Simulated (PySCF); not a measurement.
**Copper: highly charged ions in a basis for the neutral atom**

Cu²³⁺ [He] 2s2 2p2, Cu²⁴⁺ [He] 2s2 2p1. All numbers are calculated (PySCF 2.14, the spin-free X2C one-electron Hamiltonian (Gaussian nucleus), in cc-pVDZ-DK (6s5p3d1f, 43 functions)). No spin-orbit coupling, so a gap to NIST mixes the basis error with missing relativistic terms.

Changed run: basis of the neutral atom used for a highly charged ion. This setting is unsound on purpose.

```
species  method  sound run (hartree)  changed run (hartree)  converged
  Cu²³⁺     UHF              not run            -1181.51973        yes
  Cu²³⁺     LDA              not run            -1178.93930        yes
  Cu²³⁺    MN15              not run            -1182.50766        yes
  Cu²⁴⁺     UHF              not run            -1101.50556        yes
  Cu²⁴⁺     LDA              not run            -1098.98160        yes
  Cu²⁴⁺    MN15              not run            -1102.46989        yes
```

Ionisation energy of Cu²³⁺:

| method | changed run (eV) | NIST (eV) |
| --- | --- | --- |
| UHF | 2177.3 | 2179.4 ± 1.5 |
| LDA | 2175.8 | 2179.4 ± 1.5 |
| MN15 | 2177.9 | 2179.4 ± 1.5 |

The contracted functions were made for the neutral atom and can be too rigid for a highly charged ion.
